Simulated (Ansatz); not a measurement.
Compare A (`[CH3][Sn]([F])([F])[F]`) with its isomer B (`F[C](F)(F)[SnH3]`).

Gas-phase electronic energies from Ansatz, PBE0-D4/def2-TZVP geometries. CCSD(T)/CBS adds triple-zeta CCSD(T) − MP2 to the extrapolated MP2 energy (def2 sets, frozen cores). DFT in def2-TZVPP. B3LYP here is the variant with VWN-RPA as its local correlation; programs differ in this. Elements past krypton have def2 core potentials. For Sn outer-core shells are correlated without core-valence functions, which leaves a few kJ/mol of doubt a bond.

(1) Which is lower in electronic energy at CCSD(T)/CBS, and by how much? (Estimate.)

(2) Give E(B) − E(A) in kcal/mol with BLYP-D4, B2PLYP, B3LYP-D4, HF/def2-TZVPP, CCSD/def2-TZVPP, ωB97M-V, LDA (SPW92). (Estimate.)

(3) Does the order hold for the free energy at 298.15 K (harmonic terms from PBE0-D4)? (Best estimate.)

Largest T1 diagnostic: 0.014.

Answers

(1) Ansatz gave: A, by 96.1 kcal/mol.

(2) Computed: BLYP-D4 90.0, B2PLYP 92.2, B3LYP-D4 89.1, HF/def2-TZVPP 88.5, CCSD/def2-TZVPP 88.2, ωB97M-V 86.7, LDA (SPW92) 73.4. None reverses the order clearly.

(3) Ansatz gave: Yes: G(B) − G(A) = +91.9 kcal/mol. Modes under 60 cm⁻¹, often nearly free rotors, make the harmonic entropy too high.

At CCSD(T), def2-SVP lies −18.9 kcal/mol from the extrapolated value and def2-TZVPP −7.8 kcal/mol. From r2SCAN to r2SCAN0 (25 % exact exchange), in def2-TZVPP and without D4, E(B) − E(A) moves by −1.4 kcal/mol.
